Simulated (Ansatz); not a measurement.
Reaction (ligand exchange at the Sn–O bond): `O[BH][SnH2][OH]` + `BO` → `B[O][SnH2][BH]O` + H₂O

Computed with Ansatz on PBE0-D4/def2-TZVP structures; ΔE is electronic, products minus reactants. CCSD(T)/CBS is the MP2 limit (def2-TZVPP, def2-QZVPP) plus CCSD(T) − MP2 in def2-TZVPP, frozen cores. This one scheme is used for every species. DFT in def2-TZVPP. HSE06 is defined as in plane-wave codes. Elements past krypton have def2 core potentials. For Sn outer-core shells are correlated without core-valence functions, which leaves a few kJ/mol of doubt a bond. Each species was taken in one conformer, which may not be the lowest.

`O[BH][SnH2][OH]`:

Cartesian coordinates in Å:
```
O -1.715 -0.033 -0.769
B -0.758 0.874 -0.490
Sn 1.108 0.043 0.488
O 0.836 -1.905 0.724
H -2.503 0.335 -1.183
H -0.925 2.034 -0.760
H 2.539 0.188 -0.442
H 1.434 0.640 2.058
H -0.016 -2.177 0.375
```

`BO`:

```xyz
5

B    -0.289   -0.249    0.178
O     0.227    0.563   -0.766
H    -1.388   -0.678   -0.021
H     0.340   -0.516    1.167
H     1.110    0.880   -0.558
```

`B[O][SnH2][BH]O`:

Cartesian coordinates in Å:
```
B -1.766 0.620 -0.731
O -1.520 -0.588 -0.251
Sn 0.266 -1.394 0.233
B 1.691 0.325 0.678
O 1.379 1.595 0.411
H -0.867 1.424 -0.954
H -2.893 0.964 -0.973
H -0.170 -2.397 1.543
H 0.605 -2.379 -1.122
H 2.756 0.107 1.183
H 0.518 1.723 -0.018
```

H₂O:

Cartesian coordinates in Å:
```
O -0.321 0.183 -0.121
H 0.313 -0.298 -0.656
H 0.008 0.114 0.778
```

Task: Is it downhill or uphill in electronic energy at CCSD(T)/CBS, and by how much? (Best estimate.)

Result: Computed: Downhill: ΔE = -5.3 kcal/mol.

Task: What do these levels give: r2SCANh-D4, HSE06-D4, BHLYP-D4, ωB97X-V, ωB97M-V, B2PLYP, revPBE, r2SCAN0, LC-ωPBE, HF/def2-SVP, SCS-MP2/def2-TZVPP, HF/CBS(def2)? (Best estimate.)

Result: The calculation gave: r2SCANh-D4 -5.1, HSE06-D4 -5.1, BHLYP-D4 -4.9, ωB97X-V -4.0, ωB97M-V -4.5, B2PLYP -4.3, revPBE -3.6, r2SCAN0 -4.6, LC-ωPBE -3.2, HF/def2-SVP -2.3, SCS-MP2/def2-TZVPP -4.4, HF/CBS(def2) -1.9 kcal/mol.

Largest T1 diagnostic among the species: 0.016.

Leaving LDA and LC-ωPBE aside and taking each functional with its dispersion term where it has one, the values, not all of them listed here, spread over 1.8 kcal/mol, from BLYP-D4 to ωB97X-V. LDA lies −2.1 kcal/mol from PBE without D4. In def2-TZVPP, CCSD(T) changes the Hartree–Fock value by −3.5 kcal/mol (the triples alone add −0.7 kcal/mol) and MP2 by −3.5 kcal/mol.
